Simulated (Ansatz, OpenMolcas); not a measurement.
**Heat of formation of CaCl (calcium monochloride) from total energies**

CaCl: 2 atoms, total charge 0, spin state doublet. SMILES: `[Cl][Ca]`. Geometry: relaxed at PBE0-D4/def2-TZVP.

```jsonl
{"atom": "Cl", "x (Å)": "0.0000", "y (Å)": "0.0000", "z (Å)": "-0.0328"}
{"atom": "Ca", "x (Å)": "0.0000", "y (Å)": "0.0000", "z (Å)": "2.3971"}
```

Total energies at UPBE/cc-pVTZ (OpenMolcas 26.06); the atoms run unrestricted:

| species | state | energy (Eh) |
| --- | --- | --- |
| CaCl | doublet | -1137.471164 |
| Cl | doublet | -459.965462 |
| Ca | singlet | -677.339703 |

Harmonic wavenumbers at UPBE0-D4/def2-TZVP, in cm⁻¹: 371.

Measured heats of formation of the gaseous atoms at 298.15 K, in kJ/mol: Cl 121.3, Ca 177.8. Spin-orbit lowering of the atoms at 298 K (mean of the ground term's levels less their thermal mean, from spectra), in kJ/mol: Cl 3.44. Take 1 Eh = 2625.50 kJ/mol, 1 cm⁻¹ = 0.0119627 kJ/mol, RT = 2.479 kJ/mol.

Question: What heat of formation follows?

Answer: 
1. Electronic atomisation energy: (-459.965462) + (-677.339703) − (-1137.471164) = 0.165999 Eh = 435.8 kJ/mol.
2. Zero-point energy: half the sum of the wavenumbers, 185.5 cm⁻¹ = 2.2 kJ/mol.
3. Thermal vibrational enthalpy, Σ hcν̃/(exp(hcν̃/kT) − 1): 0.9 kJ/mol. Translation, rotation and pV of a linear molecule: 3.5 RT = 8.7 kJ/mol.
4. The 2 free atoms carry 5/2 RT each: 12.4 kJ/mol.
5. Spin-orbit coupling lowers the free atoms by 3.44 = 3.4 kJ/mol.
6. Atomisation enthalpy at 298 K: 435.8 − 3.4 − 2.2 − 0.9 − 8.7 + 12.4 = 433.0 kJ/mol.
7. Sum of the atoms' heats of formation: 299.1 kJ/mol. Heat of formation: 299.1 − 433.0 = -133.9 kJ/mol.

No measured value is set beside it here. Anharmonicity and any spin-orbit splitting of the molecule are left out.
